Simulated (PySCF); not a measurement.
GaBr3, SMILES [Br][Ga]([Br])[Br].

Geometry optimised at B3LYP-D3(BJ)/def2-SVP. The isomer is the one that the SMILES or the coordinates give; other isomers of the formula were not compared.

Calculation: B3LYP-D3(BJ)/def2-SVP run with PySCF.

Frequencies are harmonic and unscaled.

Modes within 1.5 cm⁻¹ of each other (mostly degenerate sets) share a row, with their intensities summed.

```json
[
 {"mode": "1–2", "ν (cm⁻¹)": "81", "IR (km/mol)": "4.4", "moving atoms (share of kinetic energy)": "Br 86 %, Ga 14 %"},
 {"mode": "3", "ν (cm⁻¹)": "108", "IR (km/mol)": "5.0", "moving atoms (share of kinetic energy)": "Ga 77 %, Br 23 %"},
 {"mode": "4", "ν (cm⁻¹)": "222", "IR (km/mol)": "0.0", "moving atoms (share of kinetic energy)": "Br 100 %"},
 {"mode": "5–6", "ν (cm⁻¹)": "346", "IR (km/mol)": "125.2", "moving atoms (share of kinetic energy)": "Ga 64 %, Br 36 %"}
]
```
